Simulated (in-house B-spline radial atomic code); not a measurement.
Successive ionisation energies of sulfur; each step leads to the configuration of the next row (after the last: [He] 2s2 2p1/2(2) 2p3/2(1)). Dirac energy differences include first-order Breit, QED and recoil terms. NIST's values go from ground level to ground level; the uncertainty of those that are theory runs from under 0.1 % in few-electron ions to several per cent in heavy many-electron ones. Computed with a B-spline radial code for spherical atoms: Dirac-Hartree-Fock, jj configuration that fills j = l - 1/2 first, finite nuclei.

A number in brackets counts the electrons of a j subshell.

```json
{"ion": "S", "configuration": "[Ne] 3s2 3p1/2(2) 3p3/2(2)", "ionisation energy (eV)": "10.8", "tabulated value (eV)": "10.36001", "tabulated kind": "measured", "computed minus tabulated (eV)": "0.5", "highest orbital": "3p1/2", "largest mean radius (bohr)": "2.0721"}
{"ion": "S+", "configuration": "[Ne] 3s2 3p1/2(2) 3p3/2(1)", "ionisation energy (eV)": "21.6", "tabulated value (eV)": "23.33788", "tabulated kind": "measured", "computed minus tabulated (eV)": "-1.8", "highest orbital": "3p1/2", "largest mean radius (bohr)": "1.9063"}
{"ion": "S2+", "configuration": "[Ne] 3s2 3p1/2(2)", "ionisation energy (eV)": "32.8", "tabulated value (eV)": "34.86", "tabulated kind": "semi-empirical", "computed minus tabulated (eV)": "-2.1", "highest orbital": "3p1/2", "largest mean radius (bohr)": "1.7801"}
{"ion": "S3+", "configuration": "[Ne] 3s2 3p1/2(1)", "ionisation energy (eV)": "46.5", "tabulated value (eV)": "47.222", "tabulated kind": "semi-empirical", "computed minus tabulated (eV)": "-0.7", "highest orbital": "3p1/2", "largest mean radius (bohr)": "1.671"}
{"ion": "S4+", "configuration": "[Ne] 3s2", "ionisation energy (eV)": "70.8", "tabulated value (eV)": "72.5945", "tabulated kind": "measured", "computed minus tabulated (eV)": "-1.8", "highest orbital": "3s1/2", "largest mean radius (bohr)": "1.4829"}
{"ion": "S5+", "configuration": "[Ne] 3s1", "ionisation energy (eV)": "87.6", "tabulated value (eV)": "88.0529", "tabulated kind": "measured", "computed minus tabulated (eV)": "-0.5", "highest orbital": "3s1/2", "largest mean radius (bohr)": "1.4255"}
{"ion": "S6+", "configuration": "[He] 2s2 2p6", "ionisation energy (eV)": "279.4", "tabulated value (eV)": "280.954", "tabulated kind": "measured", "computed minus tabulated (eV)": "-1.6", "highest orbital": "2p3/2", "largest mean radius (bohr)": "0.47088"}
{"ion": "S7+", "configuration": "[He] 2s2 2p1/2(2) 2p3/2(3)", "ionisation energy (eV)": "330.6", "tabulated value (eV)": "328.794", "tabulated kind": "measured", "computed minus tabulated (eV)": "1.8", "highest orbital": "2p3/2", "largest mean radius (bohr)": "0.46042"}
{"ion": "S8+", "configuration": "[He] 2s2 2p1/2(2) 2p3/2(2)", "ionisation energy (eV)": "384.9", "tabulated value (eV)": "379.84", "tabulated kind": "semi-empirical", "computed minus tabulated (eV)": "5.1", "highest orbital": "2p1/2", "largest mean radius (bohr)": "0.4503"}
```

Question: Where is the largest jump?

Answer: From S5+ to S6+, by a factor of 3.19 (87.564 to 279.37 eV); the highest orbital goes from 3s1/2 to 2p3/2.

Question: How far is this level of theory from the measured and semi-empirical values?

Answer: Over those 9 rows the differences run from -2.07 to +5.08 eV (mean absolute value 1.8 eV). The calculation leaves out correlation and, in open shells, the multiplet splittings that an average leaves out.
